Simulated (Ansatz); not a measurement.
Basis-set extrapolation for C3H6ClFSi (`F/C(=C/Cl)C[SiH3]`) (PBE0-D4/def2-TZVP geometry, frozen core, the Gaussian-basis code of Ansatz). Multiplicity 1, RHF reference.

```json
{"": "HF", "def2-TZVPP": "-965.048808", "def2-QZVPP": "-965.079951"}
{"": "MP2 correlation", "def2-TZVPP": "-1.052496", "def2-QZVPP": "-1.136671"}
{"": "CCSD(T) correlation", "def2-TZVPP": "-1.153424", "def2-QZVPP": "not run"}
```

Energies in hartree. Use E(X) = E(∞) + A·exp(−7.88·√X) for Hartree–Fock and E(X) = E(∞) + B·X^(−2.97) for correlation, with X = 3 and 4, and add CCSD(T) minus MP2 of the smaller set to the MP2 limit.

Problem. What is the CCSD(T) energy at the basis-set limit?

Solution. HF limit: -965.079951 + (-0.031143) × 0.13774 = -965.08424. MP2 limit: -1.136671 + (-0.084175) × 0.74074 = -1.19902. Higher-order term: -1.153424 − (-1.052496) = -0.10093. Total: -966.38419 hartree, 4.95 eV below CCSD(T)/def2-TZVPP.
